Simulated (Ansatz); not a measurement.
CH7ClGeSi (`C[SiH](Cl)[GeH3]`), relaxed with RKS PBE0-D4/def2-TZVP in Ansatz 0.2.0 from a PBE-D4/def2-SVP geometry. The force threshold is 0.005 eV/Å; the program also tests the step.

Charge 0, multiplicity 1.

Start:

```xyz
11

C    -1.121   -1.357   -0.128
Si   -0.265    0.035    0.805
Cl   -1.693    1.467    1.370
Ge    1.371    1.136   -0.551
H    -1.600   -0.974   -1.051
H    -1.900   -1.826    0.505
H    -0.380   -2.134   -0.411
H     0.365   -0.485    2.069
H     2.466    0.127   -1.002
H     0.700    1.718   -1.823
H     2.058    2.292    0.218
```

```csv
step,energy (eV),largest force (eV/Å),largest move (Å)
1,-78056.7026,0.517,0.000
2,-78056.7342,0.140,0.046
3,-78056.7369,0.055,0.025
4,-78056.7376,0.022,0.010
5,-78056.7376,0.007,0.002
6,-78056.7376,0.002,0.006
7,-78056.7376,0.001,0.004
```

End:

```xyz
11

C    -1.121   -1.349   -0.123
Si   -0.261    0.030    0.786
Cl   -1.668    1.438    1.355
Ge    1.368    1.133   -0.553
H    -1.601   -0.977   -1.030
H    -1.884   -1.807    0.511
H    -0.397   -2.119   -0.405
H     0.359   -0.479    2.038
H     2.463    0.140   -0.989
H     0.711    1.710   -1.817
H     2.031    2.278    0.228
```

Run time 24 s (4 threads of an Arm Neoverse V2 on a shared host); peak host memory 0.62 GiB.
